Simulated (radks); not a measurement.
Values are calculated unless marked as measured or tabulated.
In12+, configuration [Kr] 4d1 (the NIST ground configuration). Level of theory: Dirac Kohn-Sham, PBE, spin-unpolarised, spherical densities, finite nucleus; open shells fill j = l - 1/2 first; Fermi nuclear charge, rms radius 4.6156 fm (a radial shooting solver on a logarithmic mesh with Libxc functionals). Some entries of the table are withheld. Estimate them.

orbital  occ.  eigenvalue (eV)  r(max) (bohr)  <r^2> (bohr^2)
1s1/2       2        -27996.55        0.01922        0.001195
2s1/2       2        -4415.031         0.1087         0.01940
2p1/2       2        -4135.239        0.08384         0.01445
2p3/2       4        -3924.343        0.08827         0.01576
3s1/2       2        -1042.804         0.3150          0.1378
3p1/2       2        -930.1155         0.3013          0.1326
3p3/2       4        -891.6320         0.3114          0.1411
3d3/2       4        -693.1719         0.2553          0.1212
3d5/2       6        -685.2320         0.2582          0.1237
4s1/2       2        -351.3547         0.7463          0.7052
4p1/2       2              (1)            (2)          0.7574
4p3/2       4              (3)            (4)          0.7945
4d3/2       1        -237.9983         0.8240          0.9248
4d5/2       0        -236.4961         0.8300          0.9369
5s1/2       0        -168.7508          1.508           2.577
5p1/2       0        -153.3770          1.582           2.842
5p3/2       0        -150.6104          1.613           2.943

Answer. 
(1) 4p1/2 eigenvalue (eV): -311.7121
(2) 4p1/2 r(max) (bohr): 0.7650
(3) 4p3/2 eigenvalue (eV): -303.3363
(4) 4p3/2 r(max) (bohr): 0.7850
